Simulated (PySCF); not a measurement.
Species: 1,4-benzenedithiol, C6H6S2.
Atom-mapped SMILES: `[SH:1][c:2]1[cH:3][cH:4][c:5]([SH:6])[cH:7][cH:8]1` (hydrogens: H9 on S1; H10 on C3; H11 on C4; H12 on S6; H13 on C7; H14 on C8)

Cartesian coordinates in Å at the PBE0-D3(BJ)/def2-SVP level; atoms count from 1:
```xyz
14
C6H6S2 angstrom
S     -3.087   -0.692   -0.393
C     -1.386   -0.272   -0.175
C     -0.927    1.045   -0.056
C      0.427    1.312    0.113
C      1.360    0.270    0.170
S      3.061    0.691    0.391
C      0.901   -1.047    0.053
C     -0.453   -1.314   -0.118
H     -3.562    0.570   -0.389
H     -1.632    1.879   -0.097
H      0.760    2.349    0.202
H      3.539   -0.570    0.362
H      1.606   -1.881    0.094
H     -0.786   -2.351   -0.208
```

Theory: PySCF, PBE0-D3(BJ)/def2-SVP geometry optimisation, gas phase.

Take the most abundant isotopes and a rigid rotor. The values belong to one conformer with, in the numbering `[SH:1][c:2]1[cH:3][cH:4][c:5]([SH:6])[cH:7][cH:8]1`, H–S1–C2–C3 0°, C4–C5–S6–H -179°.

Task: What are A, B and C (cm⁻¹)?

Result: Ia = 91.73, Ib = 744.49, Ic = 836.22 u·Å²; 505379 MHz·u·Å²/I gives 5509, 678.8 and 604.4 MHz, that is A = 0.18377, B = 0.02264, C = 0.02016 cm⁻¹.

Task: Classify the top.

Result: A near-prolate asymmetric top: κ = (2 × 678.8 − 5509 − 604.4)/(5509 − 604.4) = -0.97.

Task: What does the inertial defect say?

Result: Planar: Δ = Ic − Ia − Ib = 0.00 u·Å². For a rigid frame Δ = −2 Σ m c², so it vanishes when all atoms lie in the ab plane; here none is more than 0.02 Å from it.

The point group C2h allows no dipole (computed: 0.02 D), so a rigid rotor has no electric-dipole lines.

Task: Estimate the classical rotational partition function at 10 K, 25 K and 100 K.

Result: Point group C2h, symmetry number σ = 2; q = (√π/σ)·√((kT/h)³/(ABC)), k/h = 20836.6 MHz/K: 1770 at 10 K, 7010 at 25 K, 56100 at 100 K.

PBE0-D3(BJ)/def2-SVP frequencies: not computed here. These are rigid-rotor constants of the computed structure; measured ground-state constants (B0) also hold zero-point vibration.

Time: 61 s; peak memory 0.74 GiB. Hardware: an Arm Neoverse V2 with one thread, shared host. These figures are those of the optimisation.
